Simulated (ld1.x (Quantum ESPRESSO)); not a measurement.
Transferability test, TM potential for oxygen

- Element: oxygen (O)
- Generator: ld1.x (Quantum ESPRESSO) 7.5
- Type: norm-conserving Troullier–Martins (Kleinman–Bylander form)
- Functional: LDA (PZ)
- Relativity: scalar-relativistic
- Frozen core: [He]
- Valence charge: 6
- Reference configuration: 2s2 2p4
- Partial waves: 2p (bound): rc 2.10 bohr; 2s (bound): rc 0.60 bohr
- Local potential: the s channel
- Core correction: none

Energies are relative to the spin-unpolarised reference configuration 2s2 2p4; without spin polarisation the order of configurations can differ from experiment. Spin-polarised rows fill each open shell by Hund’s rule, majority spin first.

```csv
valence configuration,charge,ΔE all-electron (eV),error AE − PS (meV)
2s2 2p3,+1,16.584,+87
2s2 2p2,+2,50.292,+721
2s2 2p3.5,+0.5,6.366,+13
2s2 2p4.3,-0.3,-2.174,+1.6
2s2 2p0,+4,181.211,+7325
2s0 2p6,0,29.228,-5.6
2s2 2p4 (spin-polarised),0,-1.409,+3.0
2s2 2p3 (spin-polarised),+1,12.572,+58
```

(1) What are ΔE and the potential's error for 2s2 2p1?

## Answers

(1) ΔE = 104.255 eV all-electron; the error (AE − PS) is +2747 meV.
